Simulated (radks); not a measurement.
Valence configurations of Mo I (all share [Kr]). Calculated with a radial shooting solver on a logarithmic mesh with Libxc functionals: scalar-relativistic Kohn-Sham, SCAN, spin-polarised, spherical densities, finite nucleus; open shells are filled with parallel spins first (spin-orbit coupling, left out, can overturn this in heavy ions); meta-GGA in the generalised Kohn-Sham scheme; Fermi nuclear charge, rms radius 4.4091 fm. Energies are relative to 4d5 5s1; eigenvalues in eV for spin up.

| valence | E (eV) | moment (Bohr magnetons) | e(4d) | e(5p) | e(5s) |
|---|---|---|---|---|---|
| 4d5 5s1 | 0.000 | 6 | -4.791 | - | -5.009 |
| 4d6 | 4.148 | 4 | -3.366 | - | - |
| 4d5 5p1 | 3.748 | 6 | -6.054 | -1.998 | - |
| 4d4 5s2 | 2.796 | 4 | -6.957 | - | -5.818 |
| 4d4 5s1 5p1 | 4.445 | 6 | -8.013 | -2.514 | -6.609 |
| 4d5.5 5s0.5 | 2.253 | 5 | -4.023 | - | -4.574 |
| 4d3 5s2 5p1 | 9.174 | 4 | -10.362 | -2.845 | -7.280 |
| 4d4.5 5s1 5p0.5 | 1.972 | 6 | -6.377 | -1.969 | -5.864 |
| 4d5 5s0.5 5p0.5 | 1.894 | 6 | -5.443 | -1.683 | -5.467 |

NIST lists [Kr] 4d5 5s1 as the ground configuration; this level of theory agrees among the configurations tried. The energies are those of spherical high-spin densities, not of single terms. No valid solution was reached for [Kr] 4d4.5 5s1.5.
